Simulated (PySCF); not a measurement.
Be₄: from structure and modes to constants

All numbers come from PySCF, PBE0, basis Be def2-TZVP (no relativity, density fitting).

The singlet minimum has Td symmetry. Masses (u): Be 9.01218.

```xyz
4
charge 0 multiplicity 1, angstrom
Be    0.7265   -0.7265   -0.7265
Be   -0.7265   -0.7265    0.7265
Be    0.7265    0.7265    0.7265
Be   -0.7265    0.7265   -0.7265
```

Harmonic wavenumbers (cm⁻¹): 497.4 (e, ×2), 599.1 (t2, ×3), 692.2 (a1, ×1).

(1) Find the principal moments of inertia and the rotational constants. What kind of rotor is it?

(2) Give the standard entropy (298.15 K, 1 bar) by its translational, rotational, vibrational and spin parts, and Cp.

## Answers

(1) About the centre of mass I = 38.053, 38.053, 38.053 u Å². With B = 16.8576/I this gives 0.443, 0.443, 0.443 cm⁻¹. The molecule is a spherical top.

(2) Sackur–Tetrode with M = 36.05 u gives 153.6; rotation with symmetry number 12 gives 73.2; vibration 12.5; spin R ln 1 = 0.0. The total is 239.4 J/(mol K), and Cp = 4 R + 27.0 = 60.3 J/(mol K).

Other isomers or separated fragments may lie lower.
